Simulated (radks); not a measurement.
Values are calculated unless marked as measured or tabulated.
Q: Species: Ce8+. Configuration: [Kr] 4d10 5s1 5p(1/2: 2, 3/2: 1) (not the ground configuration). Code: a radial shooting solver on a logarithmic mesh with Libxc functionals. Model: Dirac Kohn-Sham, PBE, spin-unpolarised, spherical densities, finite nucleus; Fermi nuclear charge, rms radius 4.8771 fm. Some entries of the table are withheld. Estimate them.

orbital,occ.,eigenvalue (eV),<r^2> (bohr^2)
1s1/2,2,-40347.10,(1)
2s1/2,2,(2),0.01300
2p1/2,2,-6195.151,0.009535
2p3/2,4,-5748.563,0.01080
3s1/2,2,-1502.329,0.08858
3p1/2,2,-1350.080,(3)
3p3/2,4,-1262.280,(4)
3d3/2,4,-996.0262,0.07451
3d5/2,6,-977.1760,0.07664
4s1/2,2,(5),0.4526
4p1/2,2,-336.2894,0.4811
4p3/2,4,-317.0786,0.5200
4d3/2,4,(6),0.6044
4d5/2,6,(7),0.6189
5s1/2,1,-137.2723,2.094
5p1/2,2,-118.8613,2.399
5p3/2,1,-114.7194,2.556

A: 
(1) 1s1/2 <r^2> (bohr^2): 0.0008209
(2) 2s1/2 eigenvalue (eV): -6554.600
(3) 3p1/2 <r^2> (bohr^2): 0.08348
(4) 3p3/2 <r^2> (bohr^2): 0.09100
(5) 4s1/2 eigenvalue (eV): -393.1234
(6) 4d3/2 eigenvalue (eV): -223.3629
(7) 4d5/2 eigenvalue (eV): -219.9209
